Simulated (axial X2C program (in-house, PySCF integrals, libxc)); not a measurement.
Levels of Ge₂⁺ by electron attachment to Ge₂²⁺ (EOM-EA-CCSD)

Calculated with an in-house all-electron X2C program for linear molecules (integrals from PySCF): two-component X2C with atomic mean-field Coulomb and Gaunt terms, Gaussian nuclei, basis Ge dyall-acv3z with contracted cores.

R = 2.773 Å (1.150 times 2.411 Å, the PBE0 minimum at charge 1 for the lowest determinant).

Levels of Ge₂⁺ obtained by attaching an electron to Ge₂²⁺:

```json
{"Ω": "1/2", "binding energy (eV)": "13.123", "above lowest (cm⁻¹)": "0", "attached spinor": "90% Ge pπ", "one-particle weight": "0.94"}
{"Ω": "3/2", "binding energy (eV)": "13.014", "above lowest (cm⁻¹)": "879", "attached spinor": "90% Ge pπ", "one-particle weight": "0.94"}
{"Ω": "1/2", "binding energy (eV)": "11.309", "above lowest (cm⁻¹)": "14625", "attached spinor": "82% Ge pπ", "one-particle weight": "0.90"}
{"Ω": "3/2", "binding energy (eV)": "11.182", "above lowest (cm⁻¹)": "15653", "attached spinor": "82% Ge pπ", "one-particle weight": "0.89"}
```

Q: What is the splitting of the first π pair in the table, and is it regular or inverted?

A: E(3/2) − E(1/2) = 879 − 0 = 879 cm⁻¹ at EOM-EA-CCSD: regular, Ω = 1/2 lower. Splittings at this level can be off by ten to twenty per cent.

This point took 13 s on 1 thread of Intel(R) Xeon(R) Processor @ 2.30GHz (shared host).

Reference electrons by ω block (each with its −ω partner): 1/2: 21, 3/2: 8, 5/2: 2. 6 electrons of Ge₂²⁺ correlated (inner shells frozen), 92 natural virtual spinors (a truncated set); levels can be off by some tenths of an eV. Roots sought by Ω: (1/2: 5, 3/2: 4, 5/2: 2, 7/2: 1); rows need 60 % one-particle weight and stop where some Ω has no more roots. Missing are any skipped roots, higher Ω and states of a further excitation; these come out far too high here and may in truth be low or lowest. T1 of the reference 0.013 (Lee–Taylor). The reference was not checked to be the lowest state of its species. Number of frozen shells: Ge 3 s, 2 p, 1 d. g and u states are not told apart.
